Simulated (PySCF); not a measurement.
Two-dimensional NMR puzzle

Compound of formula C₈H₁₁ClSi. Correlations simulated from computed shifts and the bond graph:

HSQC (one-bond C–H):
```tsv
δH	δC
7.67	139.3
7.50	136.0
7.48	133.4
0.57	3.1
```

COSY cross peaks (H two or three bonds apart, from the bond graph; peaks can be absent where the dihedral angle is near 90°):
```tsv
δH	δH
7.67	7.48
7.50	7.48
```

HMBC (two and three bonds, from the bond graph):
```tsv
δH	δC
7.67	142.2, 139.3, 136.0, 133.4
7.50	139.3, 133.4
7.48	142.2, 139.3, 136.0, 133.4
0.57	142.2, 3.1
```

Carbons without hydrogens: δ 142.2.

How the numbers were obtained: σ from GIAO-PBE0/pcSseg-1, structure optimised with PBE0-D3(BJ)/def2-SVP, in PySCF 2.14.0 with density-fitted response routines (gas phase, no relativistic terms, equivalent nuclei averaged, one conformer).

Chemical shifts δ = σref − σ; 1H, 13C vs TMS, all at this level.

Exchangeable hydrogens are left out of these lists.

Problem. Work out the connectivity.

Solution. SMILES Cl[Si](C)(C)C1=CC=CC=C1.

Structure with atom numbers: `[CH3:1][Si:2]([CH3:3])([Cl:4])[c:5]1[cH:6][cH:7][cH:8][cH:9][cH:10]1`. Hydrogens are named by the atom that carries them.

δC 142.2 is C5, a substituted aromatic carbon. δC 139.3 is C6/C10, an aromatic CH (δH 7.67). δC 136.0 is C8, an aromatic CH (δH 7.50). δC 133.4 is C7/C9, an aromatic CH (δH 7.48). δC 3.1 is C1/C3, a methyl carbon bonded to Si (δH 0.57). HMBC from δH 7.67 reaches the proton-free carbon C5. HMBC from δH 7.48 reaches the proton-free carbon C5. HMBC from δH 0.57 reaches the proton-free carbon C5. COSY links 7.67–7.48, 7.50–7.48.

The data come from this structure; uniqueness wasn't tested.

Shifts are as computed. Against solution values, carbons near 30 ppm lie about +2 ppm off and those near 130 ppm about +5 ppm. Of 1211 compounds with measured shifts, 218 miss one by over three times the rms of a fit or turn the order of signals round; such compounds aren't used in these exercises.
